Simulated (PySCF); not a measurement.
sulfur tetrafluoride (F₄S), SMILES FS(F)(F)F.

Geometry optimised at TPSSh-D3(BJ)/def2-SVP.

Two levels are set side by side: PBE/def2-TZVP (PySCF) and r2SCAN/def2-TZVP (PySCF). Same geometry, gas phase. Differences are taken from unrounded values.

```csv
quantity,r2SCAN,PBE,PBE minus r2SCAN
orbital gap (eV),5.47,5.02,-0.46
highest occupied level (eV),-8.78,-8.41,0.37
lowest empty level (eV),-3.31,-3.39,-0.08
dipole moment (D),0.77,0.75,-0.02
mean polarisability (bohr³),25.3,26.1,0.8
```

Rough cost on one machine, each run with all the roots and properties that it gave: r2SCAN against PBE about 3 times.
